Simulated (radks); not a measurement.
Polarisability of neutral indium, [Kr] 4d10 5s2 5p1, at imaginary frequency. Calculated with a radial shooting solver on a logarithmic mesh with Libxc functionals: scalar-relativistic Kohn-Sham, LB94 model potential, spin-polarised, spherical densities, finite nucleus; open shells are filled with parallel spins first (spin-orbit coupling, left out, can overturn this in heavy ions); Fermi nuclear charge, rms radius 4.6156 fm. Response by self-consistent Sternheimer equations with the Hartree and adiabatic LDA kernel, the relativistic mass of each level held fixed and spin-orbit coupling left out.

| w (hartree) | alpha1(iw) (bohr^3) |
|---|---|
| 0.00266 | 50.81 |
| 0.0143 | 50.53 |
| 0.0360 | 49.07 |
| 0.0697 | 45.10 |
| 0.118 | 38.17 |
| 0.186 | 29.56 |
| 0.280 | 21.15 |
| 0.413 | 14.25 |
| 0.605 | 9.244 |
| 0.892 | 5.875 |
| 1.35 | 3.626 |
| 2.12 | 2.072 |
| 3.59 | 0.9961 |
| 6.94 | 0.3512 |
| 17.5 | 0.07607 |

Static values: alpha1 = 50.82 bohr^3 (7.531 angstrom^3; uncoupled 76.74). C6 = 467.2, triple-dipole C9 = 16230 atomic units. One-pole (London) frequency 4 C6 / (3 alpha1^2) = 0.241 hartree, against 0.228 for minus the highest occupied eigenvalue. Recommended static value: 65 bohr^3 (Schwerdtfeger and Nagle, 2023 table).
